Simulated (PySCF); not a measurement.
Constitutional and geometric isomers with formula H6B3N. Isolated molecules, 0 K electronic values unless said otherwise. One relaxed conformer stands for each flexible species; it need not be the lowest. Strings in code marks are SMILES.

Level of theory: PBE-D3(BJ)/def2-TZVP // B3LYP-D3(BJ)/def2-TZVP in PySCF 2.14.0. All candidates: neutral, multiplicity 1. Excitations are Tamm–Dancoff values on a coarser integration grid. The basis has no diffuse functions, so Rydberg states are missing or too high.

```yaml
T1 excitation (TDA): 3.72 eV
HOMO: -6.91 eV
HOMO–LUMO gap: 4.25 eV
```

Q: Which member has these values?
A) `BBNB`
B) `BN(B)B`
C) `BBBN`
D) `BB(B)N`

A: A, `BBNB`. The others give `BB(B)N`: 2.29 eV, -6.10 eV, 2.75 eV; `BBBN`: 3.58 eV, -6.36 eV, 4.02 eV; `BN(B)B`: 4.69 eV, -7.63 eV, 4.99 eV
